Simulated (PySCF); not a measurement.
**Boron: a sound run and one with changed settings**

Sound run: B(2+) [He] 2s1, B(3+) 1s2. Computed with PySCF 2.14 in pcseg-2, with the non-relativistic Hamiltonian (point nucleus). The sound run starts from symmetry-adapted Hartree-Fock orbitals and uses a fine grid where one is needed.

Changed run: radial step 0.3 in ln r (0.13 in the sound run). This setting is unsound on purpose.

```
species  method  sound run (hartree)  changed run (hartree)  converged
  B(2+)     UHF            -23.37246              -23.37246        yes
  B(2+)    BP86            -23.41903              -23.41926        yes
  B(2+)     PBE            -23.38515              -23.38550        yes
  B(3+)     UHF            -21.98411              -21.98411        yes
  B(3+)    BP86            -22.02137              -22.02137        yes
  B(3+)     PBE            -21.98088              -21.98088        yes
```

Ionisation energy of B(2+):

| method | sound run (eV) | changed run (eV) |
| --- | --- | --- |
| UHF | 37.779 | 37.779 |
| BP86 | 38.032 | 38.039 |
| PBE | 38.212 | 38.222 |

A coarse radial grid mis-integrates the density and the exchange-correlation energy, with errors of either sign; Hartree-Fock needs no grid.

For comparison, NIST gives 37.931 eV between the lowest levels.
